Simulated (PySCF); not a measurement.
# Radial density of Se³¹⁺ (selenium, charge +31)

UHF, [He] 2s1, 2S determinant. Computed with PySCF 2.14 in an uncontracted even-tempered set (19 s from 9.9 bohr⁻², ratio 2.2; 8 p from 15 bohr⁻², ratio 2.4; 5 d from 46 bohr⁻², ratio 2.4; 5 f from 69 bohr⁻², ratio 2.4; 4 g from 100 bohr⁻², ratio 2.4), with scalar relativity by spin-free X2C-1e.

```csv
r (bohr),4πr²ρ (e/bohr),4πr²(ρα − ρβ)
0.000954,0.4607,0.0271
0.00161,1.139,0.0671
0.00270,2.742,0.1610
0.00454,6.308,0.3682
0.00764,13.41,0.7709
0.0129,24.87,1.3703
0.0216,36.46,1.7586
0.0364,35.62,1.0112
0.0612,17.76,0.0108
0.103,6.378,3.4170
0.173,6.144,6.0686
0.291,1.412,1.4123
0.489,0.01980,0.0198
```

Densities and radii are taken from the X2C orbitals without a picture-change correction, which distorts them close to the nucleus.
